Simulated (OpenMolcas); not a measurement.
# How methods differ on CH3FGeO (SMILES C[O][Ge][F])

CH3FGeO has 7 atoms, charge 0, and is taken as a singlet. SMILES: `C[O][Ge][F]`. The coordinates come from a PBE0-D4/def2-TZVP relaxation. This is one conformer, not always the lowest.

Quantity: the HOMO–LUMO gap, in eV. The values are calculated.

```json
{"level": "BLYP/6-31G* (spherical functions)", "kind": "GGA", "program": "OpenMolcas", "value (eV)": "4.20", "CPU time": "19 s"}
{"level": "PBE/6-31G* (spherical functions)", "kind": "GGA", "program": "OpenMolcas", "value (eV)": "4.22", "CPU time": "19 s"}
{"level": "revPBE/6-31G* (spherical functions)", "kind": "GGA", "program": "OpenMolcas", "value (eV)": "4.24", "CPU time": "20 s"}
{"level": "r2SCAN/6-31G* (spherical functions)", "kind": "meta-GGA", "program": "OpenMolcas", "value (eV)": "4.61", "CPU time": "26 s"}
{"level": "BHLYP/6-31G* (spherical functions)", "kind": "global hybrid", "program": "OpenMolcas", "value (eV)": "8.21", "CPU time": "17 s"}
{"level": "M06-2X/6-31G* (spherical functions)", "kind": "hybrid meta-GGA", "program": "OpenMolcas", "value (eV)": "8.26", "CPU time": "25 s"}
{"level": "PBE0/6-31G* (spherical functions)", "kind": "global hybrid", "program": "OpenMolcas", "value (eV)": "6.27", "CPU time": "18 s"}
{"level": "B2PLYP/6-31G* (spherical functions)", "kind": "double hybrid", "program": "OpenMolcas", "value (eV)": "8.42", "CPU time": "13 s"}
```

All-electron rows without a relativistic Hamiltonian named are non-relativistic. The values span 4.20 to 8.42 eV. Orbital gaps aren't excitation energies, and those of double hybrids come from the SCF part alone; they tend to grow with the share of exact exchange. CPU times are rough (shared hosts, several kinds of processor and program).
